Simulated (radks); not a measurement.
Values are calculated unless marked as measured or tabulated.
Lu2+, configuration [Kr] 4d10 4f14 5s2 5p5.75 6s1 6p0.25 (fractional occupations, a model configuration). Code: a radial shooting solver on a logarithmic mesh with Libxc functionals. Model: scalar-relativistic Kohn-Sham, SCAN, spin-polarised, spherical densities, finite nucleus; open shells are filled with parallel spins first (spin-orbit coupling, left out, can overturn this in heavy ions); meta-GGA in the generalised Kohn-Sham scheme; Fermi nuclear charge, rms radius 5.37 fm.

Normalised radial functions P(r) = r R(r), r in bohr:

r,5s down,5p down,6p up
0.003841,0.1383,0.0131,0.0050
0.005205,0.1587,0.0216,0.0082
0.007111,0.1728,0.0355,0.0134
0.009638,0.1721,0.0565,0.0213
0.01317,0.1458,0.0882,0.0333
0.01784,0.0843,0.1298,0.0490
0.02418,-0.0169,0.1786,0.0674
0.03304,-0.1473,0.2223,0.0839
0.04478,-0.2533,0.2307,0.0870
0.06117,-0.2581,0.1643,0.0619
0.0829,-0.0937,0.0026,0.0007
0.1133,0.2041,-0.2169,-0.0821
0.1535,0.3946,-0.3337,-0.1257
0.2097,0.2060,-0.1755,-0.0647
0.2842,-0.2978,0.2194,0.0849
0.3883,-0.5824,0.4976,0.1861
0.5262,-0.1817,0.2753,0.0921
0.7189,0.6303,-0.3646,-0.1549
0.9743,1.0860,-0.8848,-0.3181
1.331,0.9202,-0.9561,-0.2226
1.804,0.4769,-0.6542,0.1034
2.464,0.1440,-0.2821,0.4730
3.34,0.0237,-0.0751,0.6208
4.563,0.0013,-0.0088,0.4538
6.184,0.0000,-0.0005,0.1936
8.448,0.0000,0.0000,0.0416
11.45,0.0000,0.0000,0.0041

5s down: eigenvalue -80.885 eV, 4 radial nodes at r = 0.0231, 0.0921, 0.240, 0.567 bohr, <r> = 1.16 bohr, 90 % of the charge inside 1.68 bohr. 5p down: eigenvalue -50.556 eV, 3 radial nodes at r = 0.0832, 0.243, 0.610 bohr, <r> = 1.37 bohr, 90 % of the charge inside 2.00 bohr. 6p up: eigenvalue -13.140 eV, 4 radial nodes at r = 0.0831, 0.242, 0.597, 1.66 bohr, <r> = 3.62 bohr, 90 % of the charge inside 5.18 bohr.

Empty levels of this run are not shown, since the potential may be unsettled where no density lies.
